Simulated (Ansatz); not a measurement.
CH₈NPSSi (`CN[SiH](P)S`). Charge 0, multiplicity 1. Geometry: relaxed with PBE0-D4/def2-TZVP. It is one conformer, not always the lowest.

```xyz
13

C    -1.151    1.107    0.994
N    -1.175    0.237   -0.164
Si    0.220   -0.438   -0.887
P     1.334   -1.546    0.719
S     1.645    0.917   -1.768
H    -0.998    2.163    0.739
H    -0.338    0.809    1.661
H    -2.081    1.023    1.563
H    -1.955    0.414   -0.778
H    -0.253   -1.233   -2.047
H     2.208   -2.174   -0.205
H     0.418   -2.630    0.764
H     2.125    1.353   -0.591
```

(1) What is the dipole moment at PBE/def2-TZVPP? (Estimate.)

(2) And with r2SCAN, B3LYP, ωB97M-V? (Best estimate.)

(3) Give the Mulliken charges with PBE, r2SCAN, ωB97M-V in def2-TZVPP. (Best estimate.)

## Answers

(1) Ansatz gave: 1.73 D, with components (-1.54, 0.27, 0.74) D in this frame, pointing from negative to positive charge.

(2) The calculation gave: r2SCAN 1.76 D, B3LYP 1.73 D, ωB97M-V 1.72 D.

(3) Computed: 
| atom | PBE | r2SCAN | ωB97M-V |
| --- | --- | --- | --- |
| C1 | -0.19 | -0.06 | -0.24 |
| N2 | -0.24 | -0.33 | -0.28 |
| Si3 | 0.31 | 0.43 | 0.31 |
| P4 | -0.18 | -0.15 | -0.21 |
| S5 | -0.28 | -0.30 | -0.27 |
| H6 | 0.10 | 0.07 | 0.13 |
| H7 | 0.08 | 0.05 | 0.10 |
| H8 | 0.10 | 0.06 | 0.12 |
| H9 | 0.13 | 0.13 | 0.10 |
| H10 | -0.05 | -0.07 | -0.02 |
| H11 | 0.06 | 0.04 | 0.07 |
| H12 | 0.05 | 0.03 | 0.07 |
| H13 | 0.11 | 0.10 | 0.11 |

B3LYP here is the variant with VWN-RPA as its local correlation; programs differ in this.
